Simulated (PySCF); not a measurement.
CH11NOSi3, SMILES O([SiH2]N)C([SiH3])[SiH3]. Coordinates come from a PBE0-D3(BJ)/def2-SVP optimisation. The structure was generated by enumeration, and PubChem lists no compound with its InChIKey, so it may never have been made. One conformer was computed; it need not be the lowest.

**Question.** Give the equilibrium geometry at PBE0-D3(BJ)/def2-SVP (PySCF confirms it by a frequency run) as a Z-matrix, and its point group. (Estimate from the structure and the level; the computed values follow.)

**Answer.** Several could match; the one computed here: point group Cs.
```
O
C 1 1.4289
H 2 1.1111 1 112.44
Si 1 1.6808 2 121.35 3 0.00
N 4 1.7097 1 112.24 2 180.00
H 5 1.0135 4 120.22 1 -72.63
H 5 1.0135 6 111.11 4 -148.14
H 4 1.4933 1 107.98 2 60.04
H 4 1.4933 8 110.98 1 118.16
Si 2 1.8988 3 107.35 1 118.04
H 10 1.4928 2 109.61 3 177.26
H 10 1.4943 11 109.12 2 -119.61
H 10 1.4966 11 109.12 12 -119.43
Si 2 1.8988 3 107.35 1 -118.04
H 14 1.4928 2 109.61 3 -177.26
H 14 1.4943 15 109.12 2 119.61
H 14 1.4966 15 109.12 16 119.43
```
Charge 0, spin multiplicity 1.
